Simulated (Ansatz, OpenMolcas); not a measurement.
CH2BrF (bromofluoromethane): the vertical ionisation energy from total energies

CH2BrF has 5 atoms, charge 0, and is taken as a singlet. SMILES: `FCBr`. Geometry: relaxed at PBE0-D4/def2-TZVP.

Both states at this one shape; open shells run unrestricted unless said. 1 Eh = 27.2114 eV.

| level | program | singlet CH2BrF (Eh) | doublet CH2BrF+ (Eh) |
| --- | --- | --- | --- |
| M06-2X/cc-pVDZ | OpenMolcas | -2713.263678 | -2712.859942 |
| wB97M-V/cc-pVDZ | Ansatz | -2713.078450 | -2712.678312 |
| MP2/cc-pVDZ, 11 core orbitals frozen | Ansatz | -2711.303354 | -2710.906015 |

Work out the vertical ionisation energy at each level.


1. M06-2X/cc-pVDZ: -2712.859942 − (-2713.263678) = 0.403736 Eh = 10.99 eV.
2. wB97M-V/cc-pVDZ: -2712.678312 − (-2713.078450) = 0.400138 Eh = 10.89 eV.
3. MP2/cc-pVDZ: -2710.906015 − (-2711.303354) = 0.397339 Eh = 10.81 eV.

No measured value is set beside it here; the levels span 10.81 to 10.99 eV. Spin-orbit coupling, which splits open shells on such heavy atoms by tenths of an eV, is left out. All-electron rows are non-relativistic unless named.
